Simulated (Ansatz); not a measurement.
Conformers of C$_{3}$H$_{7}$NO$_{2}$Si, SMILES `CO[SiH](C#N)OC`, each relaxed with PBE0-D4/def2-TZVP in Ansatz. CBS adds the triple-zeta coupled-cluster correction to the MP2 limit.

Not all of them had a frequency check.

Conformer A:

```xyz
14

C     2.458    1.043    0.111
O     1.207    0.846   -0.517
Si    0.118   -0.272   -0.109
C    -0.322   -0.062    1.691
N    -0.588    0.051    2.806
O    -1.195    0.004   -1.007
C    -2.423   -0.687   -0.899
H     2.334    1.294    1.168
H     2.956    1.872   -0.391
H     3.090    0.152    0.027
H     0.628   -1.656   -0.237
H    -3.101   -0.280   -1.649
H    -2.868   -0.547    0.091
H    -2.296   -1.758   -1.084
```

Conformer B:

```xyz
14

C    -0.887   -2.121    0.485
O    -0.784   -0.761    0.114
Si    0.596    0.011   -0.244
C     1.303   -0.691   -1.807
N     1.746   -1.201   -2.740
O     0.309    1.565   -0.567
C    -0.179    2.511    0.365
H    -0.196   -2.368    1.298
H    -1.907   -2.300    0.826
H    -0.680   -2.774   -0.368
H     1.595   -0.184    0.832
H    -0.082    3.501   -0.081
H    -1.231    2.324    0.592
H     0.397    2.489    1.296
```

**Question.** Which is lowest in electronic energy at CCSD(T)/CBS (frozen core, def2 sets), and by how much? (Estimate.)

**Answer.** Ansatz gave: B; A lies 1.7 kJ/mol higher. Gaps under about 2 kJ/mol don't settle the order.

**Question.** Give the energies relative to B (kJ/mol) with B2PLYP/def2-TZVPP, PBE/def2-TZVPP, PBE0/def2-TZVPP, HF/def2-TZVPP, SCS-MP2/def2-QZVPP, MP2/CBS(def2), CCSD/CBS(def2). (An estimate is asked.)

**Answer.** The calculation gave: 
```
             level    A
 B2PLYP/def2-TZVPP  2.0
    PBE/def2-TZVPP  2.2
   PBE0/def2-TZVPP  1.7
     HF/def2-TZVPP  1.6
SCS-MP2/def2-QZVPP  1.5
     MP2/CBS(def2)  1.3
    CCSD/CBS(def2)  1.7
```
